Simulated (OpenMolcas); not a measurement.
Cr3+: ligand-field states by method

Cr3+ with 6 ligands (fluoride) in octahedral coordination (Oh) at 1.93 Å. A charge of +0.5 e stands 3.2 Å behind each ligand. Ligand basis ANO-RCC-VDZP.
```
Cr    0.0000    0.0000    0.0000
F     1.9300    0.0000    0.0000
F     0.0000    1.9300    0.0000
F    -1.9300    0.0000    0.0000
F     0.0000   -1.9300    0.0000
F     0.0000    0.0000    1.9300
F     0.0000    0.0000   -1.9300
```

```json
{"Program": "OpenMolcas 26.06", "Basis": "ANO-RCC-VDZP [5s4p2d1f]", "Scalar Hamiltonian": "DKH2, point nucleus", "Active space": "3 electrons in 5 orbitals (3d)", "State averaging": "2S+1 = 4 even, 10 roots; 2S+1 = 2 even, 40 roots", "Spin-orbit coupling": "state interaction with AMFI integrals over the reference wave functions"}
```

I. CASSCF
II. SS-CASPT2, IPEA 0.25 Eh, imaginary shift 0.1 Eh (closed shells correlated: 3s 3p and the ligand valence shells)

Spin-free states (labels of O, the rotations of Oh) in cm-1, each column counted from its own energy of the first state listed:

```
State  Degeneracy      I     II
  4A2           1      0      0
  4T2           3  13650  15290
   2E           2  19438  15570
  2T1           3  20426  16570
  4T1           3  21800  22120
  2T2           3  27364  22500
  2A1           1  29983  26990
  2T2           3  32916  30940
  2T1           3  33958  31770
  4T1           3  35280  34340
   2E           2  36173  32490
  2T1           3  39853  36660
  2T2           3  46544  44500
  2T1           3  47034  47420
  2A2           1  50941  44720
  2T2           3  52468  47340
   2E           2  55566  54170
  2T1           3  58862  55420
   2E           2  77159  70040
  2T2           3  79823  73670
```

From I to II, I's first state of the same spin (4T2) moves from 13650 to 15290 cm-1, by about +1600 cm-1.

From I to II, I's first state of another spin (2E) moves from 19438 to 15570 cm-1, by about -3900 cm-1.

I: A least-squares ligand-field fit to the states below 45000 cm-1, each weighted by its degeneracy and with a free common offset, gives 10Dq = 13521 cm-1, B = 1074 cm-1 and C = 3966 cm-1 (C/B = 3.69), with an rms deviation of 64 cm-1. The same method and metal basis give the free ion B = 1151 cm-1 (fit to its terms below 60000 cm-1, rms deviation 60 cm-1), so the nephelauxetic ratio is β = 1074 / 1151 = 0.93; it hangs on how both fits weigh the states, and computed free-ion B values tend to be too large, so β mixes covalency with correlation.

χT at 300 K: I 1.83, II 1.83 cm3 K/mol.

Roots that are degenerate in the reference are averaged as groups; the widest CASPT2 spread within a group is 120 cm-1 (the 2-fold group of multiplicity 2 near 32500 cm-1 above the lowest state of its run, II). Shifts and gaps below about the spread of the groups concerned are not significant. Over all roots computed the reference weight is 0.71 to 0.72 in II; a low but even weight reflects the number of correlated electrons. Ligand-to-metal charge-transfer states are missing. With no ligand orbital active B as a rule stays too high, so bands that hang on it stand too high and its fall with covalency is understated. Without dynamic correlation the repulsion within the d shell is too large (B by tens of per cent), so at a given field states of lower spin stand too high (holds for I). With metal d orbitals alone and no dynamic correlation the field as a rule comes out too small, by tens of per cent, by up to half for chloride and softer ligands (holds for I). With one d shell and no ligand orbital active, 10Dq can be off by a tenth or more (holds for II). No measured value stands beside these numbers; the geometry is a model, was not optimised and need not be the one that this ion takes.
